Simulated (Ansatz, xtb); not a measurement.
## H8OSi3: which of two conformers lies lower

Structure a: `[SiH3]O[SiH2][SiH3]`, a singlet. Structure b: `[SiH3]O[SiH2][SiH3]`, a singlet. Both are isolated molecules in the gas phase, relaxed with r2SCAN-D4/def2-SVP.

a (Å):

```json
{"atom": "O", "x (Å)": "-1.6886", "y (Å)": "-1.0328", "z (Å)": "0.7647"}
{"atom": "Si", "x (Å)": "-3.2632", "y (Å)": "-0.9018", "z (Å)": "1.2742"}
{"atom": "Si", "x (Å)": "-0.6655", "y (Å)": "-0.9346", "z (Å)": "-0.5459"}
{"atom": "Si", "x (Å)": "1.5000", "y (Å)": "-1.4506", "z (Å)": "0.1878"}
{"atom": "H", "x (Å)": "-3.3077", "y (Å)": "-1.1878", "z (Å)": "2.7342"}
{"atom": "H", "x (Å)": "-4.1274", "y (Å)": "-1.8806", "z (Å)": "0.5480"}
{"atom": "H", "x (Å)": "-3.7788", "y (Å)": "0.4775", "z (Å)": "1.0209"}
{"atom": "H", "x (Å)": "-1.1027", "y (Å)": "-1.8915", "z (Å)": "-1.6127"}
{"atom": "H", "x (Å)": "-0.7101", "y (Å)": "0.4437", "z (Å)": "-1.1313"}
{"atom": "H", "x (Å)": "1.9364", "y (Å)": "-0.4835", "z (Å)": "1.2409"}
{"atom": "H", "x (Å)": "2.4559", "y (Å)": "-1.3747", "z (Å)": "-0.9610"}
{"atom": "H", "x (Å)": "1.5400", "y (Å)": "-2.8329", "z (Å)": "0.7557"}
```

b (Å):

```xyz
12

O    -0.1384    0.9981    1.1653
Si   -0.9332    2.0355    0.1432
Si    0.4107   -0.5626    1.3565
Si    0.8374   -1.5621   -0.7311
H    -0.6528    1.6639   -1.2785
H    -2.4056    1.9686    0.3779
H    -0.4527    3.4211    0.3992
H    -0.6068   -1.3703    2.0990
H     1.6599   -0.5254    2.1731
H     1.8421   -0.7693   -1.5046
H    -0.4173   -1.6570   -1.5400
H     1.3739   -2.9429   -0.5193
```

**Question.** Estimate E(b) − E(a) at the level CCSD(T)/def2-SVP + ΔMP2/def2-TZVPP.

**Answer.** Too close to call at this level: CCSD(T)/def2-SVP + ΔMP2/def2-TZVPP gives E(b) − E(a) = +0.16 kJ/mol.

How the difference moves with the method:

```json
{"level": "r2SCAN-D4/def2-SVP", "geometry": "r2SCAN-D4/def2-SVP", "E(b) − E(a) (kJ/mol)": "−1.14", "departure from the last row (kJ/mol)": "−1.31", "job, with rough time for the two": "optimisation, 2.6 min"}
{"level": "HF/def2-SVP", "geometry": "r2SCAN-D4/def2-SVP", "E(b) − E(a) (kJ/mol)": "+2.85", "departure from the last row (kJ/mol)": "+2.69", "job, with rough time for the two": "part of the CCSD(T) run"}
{"level": "MP2/def2-SVP", "geometry": "r2SCAN-D4/def2-SVP", "E(b) − E(a) (kJ/mol)": "+0.61", "departure from the last row (kJ/mol)": "+0.45", "job, with rough time for the two": "part of the CCSD(T) run"}
{"level": "CCSD(T)/def2-SVP", "geometry": "r2SCAN-D4/def2-SVP", "E(b) − E(a) (kJ/mol)": "+0.44", "departure from the last row (kJ/mol)": "+0.28", "job, with rough time for the two": "single point"}
{"level": "CCSD(T)/def2-SVP + ΔMP2/def2-TZVPP", "geometry": "r2SCAN-D4/def2-SVP", "E(b) − E(a) (kJ/mol)": "+0.16", "departure from the last row (kJ/mol)": "", "job, with rough time for the two": "single point, 50 s"}
```

The largest departure from CCSD(T)/def2-SVP + ΔMP2/def2-TZVPP is that of HF/def2-SVP, 2.69 kJ/mol. Levels run at GFN2-xTB geometries aren't shown. The last row adds to CCSD(T) the change of the MP2 difference between the two basis sets, here −0.28 kJ/mol.

With harmonic frequencies from r2SCAN-D4/def2-SVP (ideal gas, rigid rotor, one conformer each, 298.15 K, 1 atm): on the last row, ΔE + ΔZPE = +0.46 kJ/mol. A mode under 50 cm⁻¹ makes harmonic enthalpies and free energies unreliable, so none is given.

The correlated steps freeze 16 core orbitals. Programs: Ansatz 0.2.0; the last row on 2 threads of Intel(R) Xeon(R) Processor @ 2.50GHz (Skylake/Cascade Lake) on a shared host.
